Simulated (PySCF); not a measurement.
B3LYP has the VWN-RPA correlation part, as in Gaussian. 

C$_{2}$H$_{3}$B, SMILES `C1=CB1` (charge 0, multiplicity 1)

The numbers are results of PySCF 2.14.0 with B3LYP-D3(BJ)/def2-TZVP, not measurements.

- HOMO = -7.81 eV
- dipole moment = 1.15 D
- HOMO–LUMO gap = 7.31 eV
- LUMO = -0.51 eV
- total energy = -102.8448 Ha
- cost = roughly 13 core-seconds

```xyz
6

B      0.9058    -0.0763    -0.3913
C     -0.3453     0.6797    -0.5178
C     -0.4391    -0.6137    -0.1564
H      2.0781    -0.1750    -0.4403
H     -0.9962     1.5206    -0.7066
H     -1.2033    -1.3353     0.0915
```
Charge 0, spin multiplicity 1.
